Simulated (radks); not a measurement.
Dipole-allowed excitations along the series with 47 electrons in [Kr] 4d10 5s1. All-electron calculation, scalar-relativistic Kohn-Sham, PBE, spin-polarised, spherical densities, finite nucleus; open shells are filled with parallel spins first (spin-orbit coupling, left out, can overturn this in heavy ions); Fermi nuclear charge, rms radius of each element as measured or else 0.836 A^(1/3) + 0.57 fm. Program: a radial shooting solver on a logarithmic mesh with Libxc functionals. Time-dependent linear response with the Hartree and adiabatic LDA kernel, continuum included through the Sternheimer equations, no spin-orbit coupling, so fine structure and intercombination lines are absent. Lines are the poles of the dipole polarisability below minus the highest occupied eigenvalue, found on a grid refined at the orbital gaps; the lowest seven at most are given, and weak or close lines can be missed. The first line takes the name of the lowest orbital gap if no other gap lies below it; otherwise a line is named after a gap within 0.6 % of it, if that gap stands alone.

| species | -e(HOMO) (eV) | lowest orbital gap (eV) | first line (eV) | f | strongest line (eV) | its f | static alpha (bohr^3) |
|---|---|---|---|---|---|---|---|
| I6+ | 82.378 | 5s-5p 14.274 | 15.058 (5s-5p) | 0.778 | 57.779 (unassigned) | 0.891 | 3.692 |
| Xe7+ | 100.43 | 5s-5p 16.000 | 16.859 (5s-5p) | 0.775 | 68.589 (unassigned) | 0.908 | 2.942 |

Estimate the first line of Cs8+, its oscillator strength and the static polarisability.

Answer. 18.687 eV (5s-5p), f = 0.772, alpha = 2.391 bohr^3.
